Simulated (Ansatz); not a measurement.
One change: `O[SiH](O)Br` becomes `O[SiH](Br)O[SiH3]`.

Ansatz, PBE0-D4/def2-TZVP geometries, multiplicity 1. Each molecule was computed in one conformer, which needn't be the lowest.

Scalar relativity is left out up to krypton.

```csv
property,`O[SiH](O)Br`
LUMO energy (PBE/def2-TZVPP) / eV,-0.35
LUMO energy (ωB97M-V/def2-TZVPP) / eV,2.09
size of the dipole moment (PBE/def2-TZVPP) / D,1.37
HOMO–LUMO gap (B3LYP/def2-TZVPP) / eV,8.53
LUMO energy (PBE0/def2-TZVPP) / eV,0.57
HOMO–LUMO gap (PBE/def2-TZVPP) / eV,6.92
```

(1) Give the same properties after the change, and the shifts. (Estimate.)

Results:

(1) The calculation gave: 
```
                                      property  `O[SiH](Br)O[SiH3]`  shift
             LUMO energy (PBE/def2-TZVPP) / eV                -0.88  -0.53
         LUMO energy (ωB97M-V/def2-TZVPP) / eV                 1.62  -0.47
size of the dipole moment (PBE/def2-TZVPP) / D                 1.23  -0.14
         HOMO–LUMO gap (B3LYP/def2-TZVPP) / eV                 8.09  -0.44
            LUMO energy (PBE0/def2-TZVPP) / eV                -0.01  -0.58
           HOMO–LUMO gap (PBE/def2-TZVPP) / eV                 6.37  -0.55
```

The zero-point energy changes by 42.3 kJ/mol with +9 modes. Dipoles are sizes alone; their direction can turn.

B3LYP here is the variant with VWN-RPA as its local correlation; programs differ in this.

Spin–orbit coupling is left out; it splits and shifts lone-pair levels of the heavy atoms by tenths of an eV.
